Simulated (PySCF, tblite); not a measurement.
Compound: C3H8O2Si.
Cartesian coordinates in Å at the GFN2-xTB level; atoms count from 1:
```xyz
14
C3H8O2Si angstrom
C     -2.0010    0.0039    0.8514
C     -1.3750    0.3214   -0.4983
O      0.0349    0.5421   -0.3817
C      0.8445   -0.5216   -0.3858
O      0.4610   -1.6593   -0.4999
Si     2.6501    0.0846   -0.1767
H     -3.0763   -0.1017    0.7380
H     -1.7931    0.8029    1.5590
H     -1.5951   -0.9273    1.2394
H     -1.7761    1.2493   -0.9115
H     -1.5419   -0.5049   -1.1971
H      3.5453   -1.0420   -0.4159
H      2.7735    0.5837    1.1927
H      2.8485    1.1684   -1.1357
```

Computed with CAM-B3LYP/def2-SVPD in PySCF (dipole) on a GFN2-xTB geometry, gas phase.

Take the most abundant isotopes and a rigid rotor. The values belong to one conformer with, in the numbering `[CH3:1][CH2:2][O:3][C:4](=[O:5])[SiH3:6]`, C1–C2–O3–C4 84°, C2–O3–C4–O5 1°.

Q: What are A, B and C (MHz)?

A: Ia = 80.78, Ib = 330.17, Ic = 364.56 u·Å²; 505379 MHz·u·Å²/I gives A = 6256, B = 1531, C = 1386 MHz.

Q: Classify the top.

A: A near-prolate asymmetric top; Ray's κ = -0.941.

Q: Is it planar, by Δ = Ic − Ia − Ib?

A: Not planar: Δ = Ic − Ia − Ib = -46.40 u·Å². For a rigid frame Δ = −2 Σ m c², so Σ m c² = 23.20 u·Å² lies off the ab plane: 9.52 from hydrogen and 13.68 from heavier atoms. The atom farthest from that plane is 1.44 Å away.

Q: Predict some low-J microwave lines.

A: The dipole components are |μa| = 0.62 D, |μb| = 1.81 D, |μc| = 0.09 D. The squared components, which scale the intensities, stand as 0.12 : 1.00 : 0.00 (a : b : c). Some lines, for components of 0.1 D or more:

```csv
type,branch,"J(Ka,Kc)",MHz,lower level (cm⁻¹)
a,Q,"4(1,3) ← 4(1,4)",1443,1.109
b,R,"1(1,1) ← 0(0,0)",7642,0.000
b,R,"2(1,2) ← 1(0,1)",10415,0.097
a,R,"4(1,4) ← 3(1,3)",11373,0.729
a,R,"4(0,4) ← 3(0,3)",11635,0.583
a,R,"4(2,3) ← 3(2,2)",11665,1.224
a,R,"4(2,2) ← 3(2,1)",11698,1.224
a,R,"4(1,3) ← 3(1,2)",11950,0.758
b,Q,"3(2,1) ← 3(1,2)",13978,0.758
b,Q,"3(2,2) ← 3(1,3)",14827,0.729
b,Q,"4(2,3) ← 4(1,4)",15120,1.109
b,Q,"4(3,2) ← 4(2,3)",23998,1.613
b,R,"4(2,2) ← 3(1,3)",26541,0.729
b,R,"4(3,2) ← 3(2,1)",35647,1.224
b,R,"4(4,1) ← 3(3,0)",45250,2.024
```

Its GFN2-xTB frequencies are all real (lowest 16 cm⁻¹). Constants of a rigid frame at the computed geometry: no zero-point averaging, no centrifugal distortion. A rigid rotor knows nothing of internal rotation, which can split or shift real lines.
